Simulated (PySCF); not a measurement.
pentane (C₅H₁₂), SMILES CCCCC.

Geometry: B3LYP-D3(BJ)/def2-SVP. Other conformers were not sampled.

All values below come from TDDFT-PBE/def2-SVPD run with PySCF.

Vertical excitations. Isolated molecule, no solvent.

| state | energy (eV) | λ (nm) | f | main pairs |
|---|---|---|---|---|
| S1 | 7.58 | 163 | 0.001 | HOMO→LUMO 100 % |
| S2 | 7.72 | 161 | 0.003 | HOMO−1→LUMO 99 % |
| S3 | 7.90 | 157 | 0.015 | HOMO−2→LUMO 97 % |
| S4 | 8.00 | 155 | 0.008 | HOMO→LUMO+1 99 % |
| S5 | 8.12 | 153 | 0.006 | HOMO−1→LUMO+1 99 % |
| S6 | 8.21 | 151 | 0.007 | HOMO→LUMO+2 97 % |
| S7 | 8.30 | 149 | 0.009 | HOMO−3→LUMO 86 % |
| S8 | 8.30 | 149 | 0.035 | HOMO−2→LUMO+1 86 % |
| S9 | 8.33 | 149 | 0.003 | HOMO−1→LUMO+2 97 % |
| S10 | 8.40 | 148 | 0.001 | HOMO→LUMO+3 98 % |
| T1 | 7.45 | 166 | 0 | HOMO→LUMO 99 % |
| T2 | 7.58 | 164 | 0 | HOMO−1→LUMO 99 % |
| T3 | 7.74 | 160 | 0 | HOMO−2→LUMO 99 % |
| T4 | 7.88 | 157 | 0 | HOMO→LUMO+1 95 % |
Triplets are in the Tamm–Dancoff approximation, which puts them higher than full response would, so one can lie above its singlet here.
